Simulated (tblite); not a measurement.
Species: C₅H₈O₂S.
Numbering: `[CH2:1]=[C:2]=[CH:3][CH2:4][S:5]([CH3:6])(=[O:7])=[O:8]` (hydrogens: H9, H10 on C1; H11 on C3; H12, H13 on C4; H14, H15, H16 on C6)

Computed with GFN2-xTB (tblite), gas phase: nudged elastic band of 9 images (0 to 8), spring 0.2 eV/Å², climbing image at the end, force threshold 0.05 eV/Å. The top image wasn't refined or checked by frequencies; at this threshold it can lie a kcal/mol or more above the true saddle point of the method.

The band describes a rotation about C4–S5 (sp3 carbon bound to sulfur, sulfonyl sulfur), followed by the dihedral C3–C4–S5–C6, from the optimised start (-62°) to a second optimised geometry at 58°.

Problem. How does the energy change from image to image?

Solution. 
| image | dihedral (°) | E (eV) | C4–S5 (Å) | C3···C6 (Å) | largest true force (eV/Å) |
| --- | --- | --- | --- | --- | --- |
| 0 | -62 | 0.000 | 1.834 | 3.20 | 0.01 |
| 1 | -47 | 0.013 | 1.837 | 3.05 | 0.03 |
| 2 | -32 | 0.044 | 1.842 | 2.96 | 0.04 |
| 3 | -17 | 0.076 | 1.848 | 2.92 | 0.04 |
| 4 | -1 | 0.095 | 1.851 | 2.91 | 0.05 |
| 5 | 15 | 0.093 | 1.849 | 2.93 | 0.05 |
| 6 | 31 | 0.075 | 1.844 | 2.99 | 0.05 |
| 7 | 49 | 0.058 | 1.839 | 3.10 | 0.04 |
| 8 | 58 | 0.036 | 1.837 | 3.18 | 0.01 |

Barriers of this band. The top is image 4 at -1°: 0.095 eV forward and 0.059 eV back; the end lies 0.036 eV above the start. The central bond is 0.017 Å longer at the top than at the start.

Other torsions move too; by image: C2–C3–C4–S5 (111, 112, 111, 109, 107, 107, 106, 107, 83°).

Problem. What rate follows at 250 K for crossing this barrier forward?

Solution. Taking the electronic barrier for the free energy of activation (no zero-point or entropy terms, transmission 1), rate = (kT/h)·exp(−ΔE/kT) ≈ 6 × 10^10 s⁻¹, whose inverse is 2 × 10^-11 s. An error of 1 kcal/mol in the barrier changes this by a factor of 7, and the method and the loose band can each miss by that much or more.

Problem. How would the two end points share their population at 250 K, from these energies alone?

Solution. exp(−ΔE/kT) with ΔE = 0.036 eV gives 0.19 for the higher one (end) against 1 for the lower, without vibrational, rotational or degeneracy terms. GFN2-xTB can put conformers this close in the wrong order.

Problem. How long is the path, and how are the images spaced?

Solution. Cartesian distances between aligned neighbours (all atoms, Å): 0.81, 0.81, 0.81, 0.83, 0.83, 0.86, 0.99, 1.28; the sum is 7.22 Å, and the top lies 45 % of the way along.

What follows is the cost of the whole band run. Time: 3.6 s; peak memory 0.18 GiB. Hardware: one thread of an INTEL XEON PLATINUM 8581C at 2.30 GHz, shared host with 48 logical CPUs at a one-minute load of 8.5.
